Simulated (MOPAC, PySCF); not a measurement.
C$_{6}$H$_{8}$Ge$_{2}$, SMILES `[CH]1=C[C]2=[C](C=[CH][GeH2]2)[GeH2]1`, neutral singlet in the gas phase. 

Cartesian coordinates (Å):
```xyz
16

C      2.4438    -0.5717    -0.0504
C      1.3257    -1.3540    -0.0874
C      0.0167    -0.6891    -0.0406
C     -0.0167     0.6892     0.0372
C     -1.3257     1.3541     0.0847
C     -2.4438     0.5718     0.0487
Ge    -1.8544    -1.2926    -0.0587
Ge     1.8544     1.2925     0.0601
H      3.4638    -0.9808    -0.0804
H      1.3780    -2.4550    -0.1500
H     -1.3780     2.4553     0.1456
H     -3.4638     0.9809     0.0788
H     -2.2511    -2.1611     1.1642
H     -2.2735    -2.0246    -1.3608
H      2.2554     2.1661    -1.1578
H      2.2693     2.0190     1.3667
```
Charge 0, spin multiplicity 1.

All levels are single points at this geometry (PBE-D3(BJ)/def2-SVP); Pople sets use spherical d functions. Orbital energies aren't observables, and empty levels follow the basis.

| level | HOMO (eV) | LUMO (eV) | gap (eV) | dipole (D) | vertical IE, Delta-SCF (eV) |
|---|---|---|---|---|---|
| PBE-D3(BJ)/def2-TZVP in PySCF | -5.24 | -2.90 | 2.34 | 0.00 | 7.67 |
| B3LYP/6-31G* in PySCF | -5.60 | -1.92 | 3.68 | 0.00 | 7.44 |
| BP86/6-31G* in PySCF | -5.01 | -2.69 | 2.32 | 0.00 | – |
| M06-2X/6-31G* in PySCF | -6.94 | -1.02 | 5.92 | 0.00 | – |
| PBE/6-31G* in PySCF | -4.93 | -2.60 | 2.33 | 0.00 | 7.45 |
| HF/3-21G in PySCF | -7.81 | 1.52 | 9.34 | 0.00 | – |
| HF/6-31G* in PySCF | -7.70 | 1.66 | 9.35 | 0.00 | – |
| AM1 in MOPAC | -8.54 | -0.29 | 8.25 | 0.00 | – |
| PM3 in MOPAC | -8.63 | -0.57 | 8.05 | 0.00 | – |
